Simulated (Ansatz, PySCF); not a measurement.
The Ansatz (a first-principles code) input:
Ansatz 0.2 input:
```yaml
crystal:
  periodic: [false, false, false]
  atoms:
    - {symbol: C, position_ang: [-0.01988719, -0.09948217, -1.26656962]}
    - {symbol: Si, position_ang: [0.00791311, 0.00755088, 0.53010163]}
    - {symbol: H, position_ang: [-0.91126202, 0.34846772, -1.73680870]}
    - {symbol: H, position_ang: [0.86775006, 0.32705096, -1.76305989]}
    - {symbol: H, position_ang: [0.03655798, 1.22911263, 1.47473221]}
    - {symbol: H, position_ang: [-1.18943448, -0.69231292, 1.11923128]}
    - {symbol: H, position_ang: [1.20492807, -0.72113763, 1.08389994]}
basis:
  gaussian:
    orbitals: aug-cc-pVDZ
total_charge: -1
magnetization: {spin_polarized: false}
correlation: {method: mp2, electrons: outside_noble_gas}
accuracy: high
```

**Question.** Convert this to an input for PySCF.

**Answer.** This is not unique; one that fits is 
```python
from pyscf import gto, scf, mp

mol = gto.M(
    atom='''
C    -0.01988719   -0.09948217   -1.26656962
Si    0.00791311    0.00755088    0.53010163
H    -0.91126202    0.34846772   -1.73680870
H     0.86775006    0.32705096   -1.76305989
H     0.03655798    1.22911263    1.47473221
H    -1.18943448   -0.69231292    1.11923128
H     1.20492807   -0.72113763    1.08389994
''',
    basis='aug-cc-pvdz',
    charge=-1,
    verbose=4,
)

mf = scf.RHF(mol)
mf.kernel()

pt = mp.MP2(mf, frozen=6)
pt.kernel()
print('E(MP2) = %.10f' % pt.e_tot)
```

Both were run: Ansatz gave -329.929682 Eh and PySCF -329.929682 Eh, 0.000 mEh apart.
